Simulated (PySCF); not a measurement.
SMILES [Al]([SiH2]N(C)C)([CH3])[CH3] (C4H14AlNSi), GFN2-xTB optimised geometry.

```
21

Si     1.08    -0.87     0.00
N      0.47    -1.60     1.45
C      0.64    -3.00     1.72
C      0.33    -0.83     2.65
Al    -0.04     1.29     0.00
C     -1.94     1.47     0.60
C      0.99     2.87    -0.66
H      2.59    -0.87     0.00
H      0.80    -1.92    -1.01
H      1.57    -3.20     2.27
H      0.67    -3.55     0.79
H     -0.19    -3.38     2.33
H      0.12     0.22     2.38
H     -0.49    -1.21     3.26
H      1.25    -0.84     3.26
H     -2.59     1.87    -0.20
H     -2.37     0.51     0.90
H     -2.06     2.15     1.45
H      1.91     2.57    -1.19
H      1.30     3.55     0.13
H      0.41     3.48    -1.37
```

Density from PySCF with PBE0/def2-SVP at that geometry.

Minimum of the electron density along straight lines between bonded atoms, close to the bond critical point (lines longer than 1.1 times the sum of covalent radii, or with two minima, are not listed):

| bond | length / Å | ρ at the minimum / e bohr⁻³ | ∇²ρ there / e bohr⁻⁵ | position (fraction from the first atom) |
|---|---|---|---|---|
| Si1–N2 | 1.740 | 0.118 | 0.70 | 0.40 |
| N2–C3 | 1.437 | 0.275 | -0.79 | 0.61 |
| N2–C4 | 1.432 | 0.281 | -0.83 | 0.61 |
| Si1–Al5 | 2.436 | 0.064 | 0.07 | 0.65 |
| Al5–C6 | 1.997 | 0.078 | 0.30 | 0.40 |
| Al5–C7 | 1.996 | 0.078 | 0.30 | 0.40 |
| Si1–H8 | 1.501 | 0.109 | 0.28 | 0.48 |
| Si1–H9 | 1.485 | 0.112 | 0.31 | 0.49 |
| C3–H10 | 1.098 | 0.274 | -0.99 | 0.62 |
| C3–H11 | 1.086 | 0.282 | -1.07 | 0.63 |
| C3–H12 | 1.095 | 0.276 | -1.01 | 0.63 |
| C4–H13 | 1.097 | 0.271 | -0.96 | 0.62 |
| C4–H14 | 1.095 | 0.276 | -1.02 | 0.63 |
| C4–H15 | 1.100 | 0.274 | -0.99 | 0.63 |
| C6–H16 | 1.098 | 0.262 | -0.89 | 0.62 |
| C6–H17 | 1.097 | 0.264 | -0.91 | 0.62 |
| C6–H18 | 1.098 | 0.262 | -0.89 | 0.62 |
| C7–H19 | 1.098 | 0.263 | -0.90 | 0.62 |
| C7–H20 | 1.097 | 0.262 | -0.89 | 0.62 |
| C7–H21 | 1.097 | 0.263 | -0.90 | 0.62 |
